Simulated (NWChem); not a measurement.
Species: CH$_{3}$ClMg; SMILES [CH3][Mg][Cl]

Program: NWChem. Structure relaxed at the PBE-D3(BJ)/def2-SVP level. Core excitations by TDA in a window of 1s orbitals, non-relativistic and unshifted: absolute energies depend strongly on the exact-exchange share.

Question: What does the run give for Cl K edge, PBE/def2-TZVP? Quantities: first 1s excitation (eV); dipole oscillator strength of the first.

Answer: 
```
Quantity                                  Value
---------------------------------------  ------
first 1s excitation (eV)                 2736.0
dipole oscillator strength of the first  0.0007
```
